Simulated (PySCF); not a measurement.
Job file and geometry (Å, from GFN2-xTB) of a spin–spin coupling run on SMILES BC/C=[CH]\[GeH3], C$_{3}$H$_{9}$BGe, PySCF 2.14.0, density-fitted response routines, B3LYP/pcJ-1 Ge:pcSseg-1 indirect spin-spin coupling, non-relativistic, gas phase; density fitting, a coarse starting grid and PySCF grid level 2 are the driver's defaults:

```
$ OMP_NUM_THREADS=1 python probes_run.py task.json out

{"job": {"kind": "j", "xc": "B3LYP", "basis": "pcJ-1"}, "charge": 0, "multiplicity": 1}
B     -1.857429    -1.191382     0.637665
C     -1.175021    -0.237061    -0.408876
C     -0.583148     1.008881     0.151172
C      0.719659     1.242510     0.253296
Ge     2.125238     0.034036    -0.326846
H     -2.204307    -2.251419     0.286985
H     -2.039499    -0.850681     1.740513
H     -1.947443     0.028989    -1.140693
H     -0.408071    -0.783785    -0.969695
H     -1.297804     1.738162     0.519109
H      1.046621     2.170862     0.705153
H      2.039592    -1.315475     0.317171
H      3.460687     0.609446     0.020150
H      2.120245    -0.203554    -1.807270
```

Q: What does the program print?

A: 
```
coarse grid: 50384 points
cycle   1  E = -2221.2951100908  dE = -4.142e-01  |g| = 9.737e-01  |ddm| = 3.110e+00
cycle   2  E = -2221.2552735633  dE =  3.984e-02  |g| = 1.031e+00  |ddm| = 1.051e+00
cycle   3  E = -2221.3771918111  dE = -1.219e-01  |g| = 9.843e-02  |ddm| = 7.024e-01
cycle   4  E = -2221.3789627468  dE = -1.771e-03  |g| = 3.519e-02  |ddm| = 1.139e-01
cycle   5  E = -2221.3792779489  dE = -3.152e-04  |g| = 8.103e-03  |ddm| = 3.730e-02
cycle   6  E = -2221.3792901444  dE = -1.220e-05  |g| = 4.134e-03  |ddm| = 9.802e-03
cycle   7  E = -2221.3792943619  dE = -4.217e-06  |g| = 5.409e-04  |ddm| = 3.193e-03
final grid: 106224 points
cycle   8  E = -2221.3793020495  dE =  5.249e-09  |g| = 7.540e-04  |ddm| = 1.774e-03
cycle   9  E = -2221.3793017844  dE =  2.651e-07  |g| = 1.297e-03  |ddm| = 1.379e-03
cycle  10  E = -2221.3793021728  dE = -3.884e-07  |g| = 1.547e-04  |ddm| = 9.430e-04
cycle  11  E = -2221.3793021783  dE = -5.457e-09  |g| = 1.820e-05  |ddm| = 1.328e-04
cycle  12  E = -2221.3793021783  dE = -6.412e-11  |g| = 2.337e-06  |ddm| = 1.622e-05
converged SCF energy = -2221.3793021783

Indirect spin-spin couplings (Hz)
  i      j    bonds     total        FC       PSO       DSO        SD
  0 B    1 C    1     46.082    48.346    -2.678     0.176     0.239
  0 B    2 C    2     -3.689    -3.517    -0.079     0.012    -0.105
  0 B    3 C    3      3.995     3.863     0.113    -0.027     0.046
  0 B    5 H    1    132.649   133.627    -1.920     0.365     0.578
  0 B    6 H    1    134.649   135.620    -1.966     0.394     0.601
  0 B    7 H    2     -6.512    -6.690     0.143    -0.242     0.277
  0 B    8 H    2     -4.907    -4.738    -0.091    -0.196     0.118
  0 B    9 H    3      2.063     2.255    -0.054    -0.116    -0.022
  0 B   10 H    4     -1.948    -1.927     0.304    -0.327     0.002
  0 B   11 H    5      1.330     1.107    -0.037     0.248     0.012
  0 B   12 H    5     -0.439    -0.095     0.208    -0.549    -0.003
  0 B   13 H    5      0.955     1.031     0.141    -0.212    -0.005
  1 C    2 C    1     42.330    43.735    -1.630     0.226         -
  1 C    3 C    2      2.201     2.634    -0.442     0.009         -
  1 C    5 H    2      4.914     5.336    -0.310    -0.112         -
  1 C    6 H    2      4.245     4.655    -0.286    -0.124         -
  1 C    7 H    1    119.791   117.338     1.618     0.836         -
  1 C    8 H    1    123.074   120.747     1.349     0.978         -
  1 C    9 H    2      7.215     7.362     0.068    -0.216         -
  1 C   10 H    3     13.208    13.268     0.373    -0.433         -
  1 C   11 H    4     -0.423    -0.494    -0.051     0.123         -
  1 C   12 H    4      2.427     2.906     0.198    -0.678         -
  1 C   13 H    4     -0.414    -0.427    -0.036     0.049         -
  2 C    3 C    1     73.239    82.911    -9.928     0.256         -
  2 C    5 H    3      8.258     8.240     0.275    -0.258         -
  2 C    6 H    3      6.400     6.252    -0.005     0.153         -
  2 C    7 H    2     -7.609    -7.543    -0.006    -0.060         -
  2 C    8 H    2     -3.066    -2.853    -0.228     0.016         -
  2 C    9 H    1    160.172   159.230     0.041     0.901         -
  2 C   10 H    2     -3.545    -1.777    -1.476    -0.292         -
  2 C   11 H    3      1.202     1.470    -0.046    -0.222         -
  2 C   12 H    3      6.184     6.642     0.266    -0.723         -
  2 C   13 H    3      1.407     1.687    -0.025    -0.255         -
  3 C    5 H    4      0.615     0.591     0.207    -0.184         -
  3 C    7 H    3      7.919     7.951     0.260    -0.292         -
  3 C    8 H    3      7.599     7.807    -0.445     0.237         -
  3 C    9 H    2      1.662     3.201    -1.247    -0.291         -
  3 C   10 H    1    161.160   159.609     0.396     1.156         -
  3 C   11 H    2      4.406     4.993     0.101    -0.687         -
  3 C   12 H    2      9.640    10.211     0.019    -0.589         -
  3 C   13 H    2      4.239     4.817     0.109    -0.687         -
  5 H    6 H    2      5.658     5.850     1.978    -2.170         -
  5 H    7 H    3      0.154     0.122     0.627    -0.596         -
  5 H    8 H    3      3.537     3.379     0.213    -0.055         -
  5 H    9 H    4     -0.238    -0.209     1.118    -1.147         -
  5 H   11 H    6      0.619     0.155    -0.082     0.546         -
  5 H   12 H    6     -0.878    -0.006     0.586    -1.458         -
  5 H   13 H    6      0.551     0.636     0.269    -0.353         -
  6 H    7 H    3      0.128     0.139     1.457    -1.469         -
  6 H    8 H    3      4.383     4.331     1.663    -1.612         -
  6 H   11 H    6      0.419     0.043    -0.031     0.407         -
  6 H   12 H    6     -0.583     0.197     0.495    -1.275         -
  6 H   13 H    6     -0.292     0.156     0.589    -1.037         -
  7 H    8 H    2    -20.058   -20.641     2.249    -1.666         -
  7 H    9 H    3      5.610     5.519     0.355    -0.263         -
  7 H   10 H    4     -2.178    -2.190     1.541    -1.530         -
  7 H   11 H    5      0.408     0.512     0.851    -0.956         -
  7 H   12 H    5     -1.221    -0.004     0.967    -2.184         -
  7 H   13 H    5      1.598     1.412     0.243    -0.057         -
  8 H    9 H    3     11.962    11.826     2.705    -2.570         -
  8 H   10 H    4     -0.496    -0.343     1.555    -1.708         -
  8 H   11 H    5      1.763     1.128    -1.197     1.832         -
  8 H   12 H    5     -3.141    -0.314     0.760    -3.587         -
  8 H   13 H    5      0.285    -0.561    -1.448     2.294         -
  9 H   10 H    3     13.342    13.434    -0.027    -0.066         -
  9 H   11 H    4     -1.329    -0.844     1.103    -1.589         -
  9 H   13 H    4     -1.492    -0.967     1.093    -1.618         -
 10 H   11 H    3      3.042     4.886     1.343    -3.187         -
 10 H   12 H    3      1.857     1.843    -0.054     0.068         -
 10 H   13 H    3      2.606     4.367     1.289    -3.050         -
 11 H   12 H    2      3.784     7.074     1.168    -4.458         -
 11 H   13 H    2      3.458     6.565     1.085    -4.193         -
 12 H   13 H    2      2.899     6.137     1.165    -4.404         -
```

Size and cost of the density-fitted run: 239 basis functions, 54 s wall time on 1 thread of an Arm Neoverse V2, shared host; peak memory 0.96 GiB.
